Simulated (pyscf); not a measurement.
PySCF, gas phase, ωB97X-D3(BJ)/def2-SVP geometries. Correlated levels are frozen-core, on RHF or UHF. ΔMP2 is the change of the MP2 total energy from the triple- to the quadruple-zeta basis.

Task: What is the homolytic dissociation enthalpy (298 K, CCSD(T)/def2-TZVPP + ΔMP2(QZVPP)) of the As–Ga bond of `[OH][GaH][AsH2]`, to [HO–GaH]• + AsH₂•?

Result: As–Ga to [HO–GaH]• + AsH₂•: 63.8 kcal/mol. The radicals are drawn with the spin at the cut bond; how far it spreads was not checked. Other isomers of [HO–GaH]• were not searched in full and may lie lower. The CCSD(T) − MP2 part came from Ansatz, without density fitting, on the same reference. The frozen core leaves the outer d or s,p core shells of the metals and heavy elements correlated in the MP2 and CC values, and def2-TZVPP describes them poorly, which can shift differences by a few kcal/mol. Elements up to Kr have no core potential and no relativistic terms here.
